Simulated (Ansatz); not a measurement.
System: C2H2F3, charge 0, multiplicity 2. It need not be the lowest isomer of its formula. 
Coordinates optimised at B3LYP-D3(BJ)/def2-TZVP (Ansatz, a program for electronic structure):
```
C
F 1 1.3491
F 1 1.3491 2 107.66
F 1 1.3590 2 106.54 3 -113.97
C 1 1.4761 2 111.89 4 -122.70
H 5 1.0782 1 119.00 2 33.18
H 5 1.0782 6 121.59 1 -172.53
```
Charge 0, spin multiplicity 2.

Quantity: atomisation energy (electronic, to ground-state atoms), in kcal/mol. Valence correlation only, unless marked. UHF or UKS for open shells. No spin-orbit coupling. No relativistic terms. The coupled-cluster limit lacks core correlation, which all-electron functionals hold. Basis-set limits of correlation are two-point, X^-3; Hartree-Fock from the larger set (for Q and 5 zeta extrapolated as (X+1)exp(-9√X)).

| level | program | atomisation energy (kcal/mol) |
|---|---|---|
| HF/STO-3G | Ansatz | 470.9 |
| HF/cc-pV5Z | Ansatz | 457.2 |
| HF/CBS(cc-pVQZ,cc-pV5Z) | Ansatz | 457.2 |
| BHLYP/def2-TZVPD | Ansatz | 611.2 |
| B2PLYP-D4/def2-TZVPD | Ansatz + dftd4 | 641.3 |
| RI-MP2/cc-pVTZ | Ansatz | 652.8 |
| SCS-MP2/STO-3G | Ansatz | 541.8 |

Problem. What does CCSD(T)/CBS(cc-pVQZ,cc-pV5Z) (Ansatz) give?

Solution. 646.1 kcal/mol, so SCS-MP2/STO-3G differs from it by -104.3 kcal/mol.
